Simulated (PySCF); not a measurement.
CH4BeOS, SMILES [S]([Be][OH])C. Atoms are numbered in the order given.

```xyz
8

Be    -0.5999     0.5659     0.7029
O     -1.5863     1.4970     1.0959
H     -2.5134     1.5226     1.3195
S      0.7498    -0.6693     0.1866
C      0.6245    -0.5625    -1.6387
H     -0.3544    -0.9058    -1.9997
H      1.3963    -1.2279    -2.0483
H      0.8181     0.4555    -2.0028
```
Charge 0, spin multiplicity 1.

Geometry: PBE0-D3(BJ)/def2-SVP. Other conformers were not sampled.

The numbers are results of PBE0/pcJ-1 (PySCF), not measurements.

Isotropic couplings with Fermi-contact, spin-dipole and both spin-orbit terms, one fixed conformer, no vibrational averaging. Isotopes: 13C, 1H.

Computed spin–spin coupling constants:
```csv
pair,bonds apart,J (Hz)
C5–H6,1,140.4
C5–H7,1,139.8
C5–H8,1,140.8
H6–H7,2,-14.1
H6–H8,2,-11.0
H7–H8,2,-14.2
```
